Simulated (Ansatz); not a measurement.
Ba(Cl)2 cation (BaCl2), SMILES [Ba]([Cl])[Cl] (connectivity only; charge and spin as stated), charge +1, multiplicity 2. Atoms are numbered in the order given.

```xyz
3

Ba     0.0000     0.0000     0.9549
Cl     0.0000     1.3490    -1.5054
Cl     0.0000    -1.3490    -1.5054
```
Charge +1, spin multiplicity 2.

Coordinates come from a B3LYP-D3(BJ)/def2-TZVP optimisation. The multiplicity is an assumed one; other spin states were not compared. The isomer is the one that the SMILES or the coordinates give; other isomers of the formula were not compared. The def2 effective core potentials stand for the cores of Ba; spin–orbit coupling is left out.

Two levels are set side by side: PBE-D3(BJ)/def2-TZVP (Ansatz, a program for electronic structure) and B3LYP-D3(BJ)/def2-TZVP (Ansatz). Each level has its own optimised geometry; the coordinates shown are those of the second. Differences are taken from unrounded values.

```json
[
 {"quantity": "mean bond length (Å)", "B3LYP-D3(BJ)": "2.806", "PBE-D3(BJ)": "2.782", "PBE-D3(BJ) minus B3LYP-D3(BJ)": "-0.023"},
 {"quantity": "bond Ba1–Cl2 (Å)", "B3LYP-D3(BJ)": "2.806", "PBE-D3(BJ)": "2.782", "PBE-D3(BJ) minus B3LYP-D3(BJ)": "-0.023"},
 {"quantity": "bond Ba1–Cl3 (Å)", "B3LYP-D3(BJ)": "2.806", "PBE-D3(BJ)": "2.782", "PBE-D3(BJ) minus B3LYP-D3(BJ)": "-0.023"}
]
```

On these quantities the two levels nearly agree.
